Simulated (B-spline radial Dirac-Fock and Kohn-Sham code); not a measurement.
**In⁺: non-radiative channels of the 4p1/2 vacancy**

System: indium as In⁺, configuration [Kr] 4d10 5s2.

Calculated with a radial B-spline solver, using one-electron (LDA, Dirac) transition rates at Dirac-Fock energies. Kinetic energies are configuration averages from the vacuum level; the two-hole energies are estimated from single-hole states.

```
transition  kinetic energy (eV)  width (meV)  share (%)
   N2-N4N4                24.45         3260       16.0
   N2-N4N5                25.10        16200       79.5
   N2-N5N5                26.14          567        2.8
   N2-N4O1                44.99          323        1.6
```

Coster-Kronig rates are the weakest part of this model and often come out 1.5 to 2.5 times too large. Super-Coster-Kronig decay this fast strains the one-particle picture, and such widths tend to come out too large. The listed channels hold 100 % of the non-radiative rate. Summed by principal shells, of 20.4 eV in all: NNN 98.2 %, NNO 1.8 %.
